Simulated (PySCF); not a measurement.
**Stationary points of SeS(OH)2**

Computed with PBE0 in PySCF with Se def2-SVP, S def2-SVP, O def2-SVP, H def2-SVP; no relativity; density-fitted integrals.

Relaxations began from a few typed shapes. The search is not exhaustive: other isomers or separated fragments can lie lower, and high-lying points may rest on an excited occupation.

Question: Order these stationary points by electronic energy, lowest first, in kJ/mol from the lowest minimum.
A. singlet Cs: O–H 0.973 Å (×2), Se–O 1.785 Å (×2), Se–S 2.054 Å; H–O–Se 106.4° (×2), O–Se–O 99.1°, O–Se–S 104.1° (×2)
B. singlet C1: O–H 0.971 Å, O–H 0.973 Å, Se–O 1.790 Å, Se–O 1.802 Å, Se–S 2.034 Å; H–O–Se 106.5°, H–O–Se 107.4°, O–Se–O 97.2°, O–Se–S 102.5°, O–Se–S 106.1°
C. singlet C2v: O–H 0.970 Å (×2), Se–O 1.870 Å (×2), Se–S 2.060 Å; H–O–Se 114.7° (×2), O–Se–O 170.7°, O–Se–S 94.7° (×2)

Answer: A (0.0), B (11.8), C (147.0).

Question: Which of them are minima?

Answer: By energy in kJ/mol, 0.0: minimum; 11.8: minimum; 147.0: saddle point, 1 imaginary mode.
